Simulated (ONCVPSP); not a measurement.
**Mn (Z = 25), ONCV: configuration errors across variants**

* Element: manganese (Mn)
* Generator: ONCVPSP 4.0.1
* Type: optimised norm-conserving Vanderbilt (ONCV)
* Functional: PBE
* Relativity: scalar-relativistic
* Frozen core: [Ar]
* Valence charge: 7
* Reference configuration: 3d5 4s1.75 4p0.25
* Partial waves: 4s: rc 2.40 bohr, ncon 4, nbas 9, qcut 2.8 1/bohr, 2 projectors, debl 0.9 Ha; 4p: rc 2.65 bohr, ncon 4, nbas 7, qcut 3.5 1/bohr, 2 projectors, debl 2.6 Ha; 3d: rc 1.25 bohr, ncon 5, nbas 9, qcut 14.5 1/bohr, local
* Local potential: the d channel
* Core correction: Teter function, fcfact 5.5, rcfact 1.5

All-electron excitation energies from the reference (eV): (1) 3d5 4s2 4p0 -0.941; (2) 3d5 4s1 4p0 7.475; (3) 3d6 4s0 4p0 5.872.

A true bound ghost makes a file unfit for plane-wave use even where its test errors are small: the radial tests pick states by their node count and pass the ghost by.

Errors AE − PS in meV (a dash: test not solved or not reliable):

| change | (1) | (2) | (3) | bound ghosts | GHOST(+) flags above zero |
| --- | --- | --- | --- | --- | --- |
| base | -0.4 | -26 | -283 | s, p | none |
| core correction Teter function, fcfact 1.4, rcfact 1.5 | 0.0 | -3.2 | -193 | s, p | none |
| core correction Teter function, fcfact 2.5, rcfact 1.5 | -0.1 | -9.4 | -222 | s, p | none |
| core correction Teter function, fcfact 3.7, rcfact 1.5 | -0.2 | -16 | -249 | s, p | none |
| core correction Teter function, fcfact 4.5, rcfact 1.5 | -0.3 | -21 | -266 | s, p | none |
| core correction Teter function, fcfact 5.4, rcfact 1.5 | -0.4 | -26 | -283 | s, p | none |
| core correction Teter function, fcfact 7.2, rcfact 1.5 | -0.5 | -35 | -313 | s, p | none |

Task: Give the same row for: core correction Teter function, fcfact 6.7, rcfact 1.5.

Result: -0.5, -32, -305; bound ghosts: s, p; GHOST(+) flags above zero: none.
